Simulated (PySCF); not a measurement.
**`FC1=C=CCCCCCC1`, C9H13F**

Molfile (atoms numbered from 1):
```
C9H13F
     RDKit          3D

 23 23  0  0  0  0  0  0  0  0999 V2000
    1.2378   -3.4628   -0.2350 F   0  0  0  0  0  0  0  0  0  0  0  0
    0.7688   -2.5375    0.6243 C   0  0  0  0  0  0  0  0  0  0  0  0
    1.4387   -1.4349    0.8609 C   0  0  0  0  0  0  0  0  0  0  0  0
    1.9291   -0.2437    1.1068 C   0  0  0  0  0  0  0  0  0  0  0  0
    1.5574    0.9938    0.3205 C   0  0  0  0  0  0  0  0  0  0  0  0
    0.0948    1.4347    0.4618 C   0  0  0  0  0  0  0  0  0  0  0  0
   -0.9371    0.3763    0.0503 C   0  0  0  0  0  0  0  0  0  0  0  0
   -1.4969   -0.4845    1.1983 C   0  0  0  0  0  0  0  0  0  0  0  0
   -1.7197   -1.9640    0.8575 C   0  0  0  0  0  0  0  0  0  0  0  0
   -0.5575   -2.8877    1.2389 C   0  0  0  0  0  0  0  0  0  0  0  0
    2.6392   -0.1246    1.9377 H   0  0  0  0  0  0  0  0  0  0  0  0
    2.2158    1.8225    0.6230 H   0  0  0  0  0  0  0  0  0  0  0  0
    1.7634    0.8086   -0.7472 H   0  0  0  0  0  0  0  0  0  0  0  0
   -0.0303    2.3359   -0.1602 H   0  0  0  0  0  0  0  0  0  0  0  0
   -0.1000    1.7597    1.4988 H   0  0  0  0  0  0  0  0  0  0  0  0
   -0.4898   -0.2731   -0.7197 H   0  0  0  0  0  0  0  0  0  0  0  0
   -1.7821    0.8759   -0.4509 H   0  0  0  0  0  0  0  0  0  0  0  0
   -0.8308   -0.4180    2.0745 H   0  0  0  0  0  0  0  0  0  0  0  0
   -2.4516   -0.0450    1.5294 H   0  0  0  0  0  0  0  0  0  0  0  0
   -1.9400   -2.0681   -0.2188 H   0  0  0  0  0  0  0  0  0  0  0  0
   -2.6130   -2.3372    1.3837 H   0  0  0  0  0  0  0  0  0  0  0  0
   -0.7852   -3.9238    0.9448 H   0  0  0  0  0  0  0  0  0  0  0  0
   -0.4526   -2.8883    2.3367 H   0  0  0  0  0  0  0  0  0  0  0  0
  1  2  1  0
  2  3  2  0
  3  4  2  0
  4  5  1  0
  5  6  1  0
  6  7  1  0
  7  8  1  0
  8  9  1  0
  9 10  1  0
 10  2  1  0
  4 11  1  0
  5 12  1  0
  5 13  1  0
  6 14  1  0
  6 15  1  0
  7 16  1  0
  7 17  1  0
  8 18  1  0
  8 19  1  0
  9 20  1  0
  9 21  1  0
 10 22  1  0
 10 23  1  0
M  END
```

Level of theory: PySCF, TDDFT CAM-B3LYP/def2-SVPD excited states, vertical, gas phase. Geometry: PBE0-D3(BJ)/def2-SVP.

(1) How strongly do the lowest singlets absorb one photon, and two photons of half the energy?

## Answers

(1) δ for parallel linear polarisation; σ at the peak of a Lorentzian of half width 0.1 eV, single beam; Ω is circular over linear.
| state | E (eV) | f | photon λ (nm) | δ (au) | σ (GM) | Ω | main |
| --- | --- | --- | --- | --- | --- | --- | --- |
| S1 | 4.75 | 0.000 | 522 | 0.86 | 0.01 | 1.27 | HOMO→LUMO 0.91 |
| S2 | 6.34 | 0.000 | 391 | 2.02 | 0.03 | 1.42 | HOMO−1→LUMO+1 0.69, HOMO−1→LUMO+5 0.17 |
| S3 | 6.55 | 0.030 | 379 | 9.45 | 0.15 | 1.35 | HOMO−1→LUMO 0.60, HOMO→LUMO+1 0.31 |
| S4 | 6.74 | 0.334 | 368 | 15.1 | 0.25 | 0.70 | HOMO→LUMO+1 0.47, HOMO−1→LUMO 0.29 |
| S5 | 6.99 | 0.207 | 355 | 102 | 1.82 | 0.47 | HOMO→LUMO+2 0.47, HOMO→LUMO+4 0.13 |
| S6 | 7.48 | 0.013 | 331 | 6.99 | 0.14 | 1.40 | HOMO→LUMO+4 0.38, HOMO→LUMO+3 0.34 |

Among these, the strongest one-photon state is S4, the strongest two-photon state S5, with a dipole change of 4.5 D (relaxed, norm of the difference vector).
